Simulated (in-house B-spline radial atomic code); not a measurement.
Values are calculated unless marked as measured or tabulated.
## Correlation energy from the adiabatic connection: −V exp(−r²/w²), V = 13.3, w = 1.8

Two electrons in a singlet, external potential −V exp(−r²/w²), V = 13.3, w = 1.8 (atomic units). Full CI in B-splines (partial waves to l = 8, correlation up to 0.6 % small) with the density held fixed gives W(λ) = <V_ee>_λ − U, and E_c is the integral of W(λ) − W(0) from 0 to 1.

| λ | W(λ) − W(0) (hartree) |
| --- | --- |
| 0 | 0.00000 |
| 0.02 | -0.00196 |
| 0.05 | -0.00486 |
| 0.12 | -0.01151 |
| 0.25 | -0.02339 |
| 0.4 | -0.03638 |
| 0.6 | -0.05260 |
| 0.8 | -0.06766 |
| 1 | -0.08166 |

Problem. Integrate the table by the trapezoid rule.

Solution. The strips give -0.00002, -0.00010, -0.00057, -0.00227, -0.00448, -0.00890, -0.01203, -0.01493, which sum to -0.04330 hartree. The direct value, W(1) − W(0) + T_c with T_c = 0.03829, is -0.04337; the curve is convex, so chords lie above it and the trapezoids fall short in size by 0.16 %.

Problem. Now use only three numbers: W(0) = -1.1992, the initial slope W'(0) = -0.09819 (extrapolated from the first points) and the strong-coupling limit of the point-charge-plus-continuum model, W∞ = -1.651. What do second-order theory and the interpolation W(λ) = W∞ + (W(0) − W∞)/√(1 + 2χλ) of Seidl, Perdew and Levy give?

Solution. Second order keeps the slope alone: E_c = W'(0)/2 = -0.04909, +13 % in size against -0.04337. Matching the slope fixes χ = W'(0)/(W∞ − W(0)) = -0.09819/(-0.45180) = 0.21733. Integrating, with s = √(1 + 2χ) = 1.197773, E_c = −(W(0) − W∞)(s − 1)/(s + 1) = −0.45180 × 0.197773/2.197773 = -0.04066 hartree, -6.3 % in size against the full result. At λ = 1 the formula gives W − W(0) = -0.07460 against -0.08166. Part of the miss can come from the model's W∞.
